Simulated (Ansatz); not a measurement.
The same molecule with X = B, Al, Ga, In. Ansatz, PBE0-D4/def2-TZVP geometries, multiplicity 2. Each molecule was computed in one conformer, which needn't be the lowest.

Elements past krypton have def2 core potentials. Scalar relativity is left out up to krypton.

| X | molecule | mean X–C bond length / Å | mean X–S bond length / Å | zero-point energy (PBE0-D4/def2-TZVP) / kJ/mol |
| --- | --- | --- | --- | --- |
| B | `C[B]S`• | 1.547 | 1.759 | 126.8 |
| Al | `[CH3][Al][SH]`• | 1.964 | 2.206 | 116.6 |
| Ga | `[CH3][Ga][SH]`• | 1.996 | 2.239 | 115.9 |

**Question.** Give the row for X = In, `[CH3][In][SH]`•. (An estimate is asked.)

**Answer.** Ansatz gave: 
```
 X          molecule  mean X–C bond length / Å  mean X–S bond length / Å  zero-point energy (PBE0-D4/def2-TZVP) / kJ/mol
In  `[CH3][In][SH]`•                     2.200                     2.440                                           114.0
```

From B to In the mean X–C bond length rises at each step, by 0.653 Å in all; the mean X–S bond length rises at each step, by 0.681 Å in all; the zero-point energy (PBE0-D4/def2-TZVP) falls at each step, by 12.8 kJ/mol in all. Bonds lengthen as the atom grows down the group.
